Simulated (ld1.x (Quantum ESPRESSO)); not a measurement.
## Ga (Z = 31): one change to a TM potential, before and after

Ga, norm-conserving Troullier–Martins (Kleinman–Bylander form), made with ld1.x (Quantum ESPRESSO) 7.5 (PBE, fully relativistic). Core [Ar] 3d10, reference 4s1.75 4p1.25. Waves: 4s (bound): rc 1.90 bohr; 4p (bound): rc 2.50 bohr; 4d channel at -0.05 Ry: rc 2.10 bohr. Local part: all-electron potential smoothed inside 1.80 bohr (lloc = -1). Core correction: none.

Open shells are filled in proportion to 2j + 1 (rel_dist='average').

All-electron outer shells of the reference configuration (PBE, scalar-relativistic, ld1.x):

```csv
shell,level (eV),outermost node (bohr),outermost maximum (bohr)
3p,-99.37,0.24,0.56
3d,-19.65,–,0.53
4s,-9.24,0.81,1.90
4p,-2.78,0.87,2.53
```

Change: all radii scaled by about 1.28 (s 2.44, p 3.20, d 2.68 bohr); local potential all-electron potential smoothed inside 2.30 bohr (lloc = -1).

Cutoffs: the cutoffs (Ry, on a coarse ladder) from which the occupation-weighted sum of valence levels, in a spherical-Bessel basis at the reference potential, stays within 10 and 1 mRy of its value at 400 Ry; they do not see the model core or the augmentation charge, which bear on the density cutoff. Errors are all-electron minus pseudo energies relative to the spin-unpolarised reference configuration.

How do hardness, ghosts and transferability respond?

The potential gets softer (12 Ry and 35 Ry → 10 Ry and 25 Ry); the bound ghost in d disappears; of the 7 tests that both files solve, the error grows in 0 and shrinks in 2 by more than 15 % and 0.3 meV (median size 11.2 → 9.7 meV). A larger radius leaves more room for a smooth pseudo-wave, so fewer plane waves are needed.

| quantity | base | changed |
| --- | --- | --- |
| cutoff, loose | 12 Ry | 10 Ry |
| cutoff, tight | 35 Ry | 25 Ry |
| loose cutoff by channel (10 mRy a level) | s 12 Ry, p 6 Ry | s 8 Ry, p 6 Ry |
| bound ghosts | d3/2, d5/2 | none |
| error for 4s2 4p1, meV [ΔE -1.60 eV] | +1.0 | +0.8 |
| error for 4s2 4p0, meV [ΔE 4.09 eV] | +17 | +15 |
| error for 4s1 4p0, meV [ΔE 25.21 eV] | +64 | +44 |
| error for 4s2 4p0.5, meV [ΔE 0.43 eV] | +5.4 | +4.9 |
| error for 4s0 4p3, meV [ΔE 11.76 eV] | +72 | +72 |
| error for 4s1 4p2, meV [ΔE 4.93 eV] | +11 | +9.7 |
| error for 4s1 4p1, meV [ΔE 11.46 eV] | +6.0 | +1.7 |

 A true bound ghost makes a file unfit for plane-wave use even where its test errors are small: the radial tests pick states by their node count and pass the ghost by.
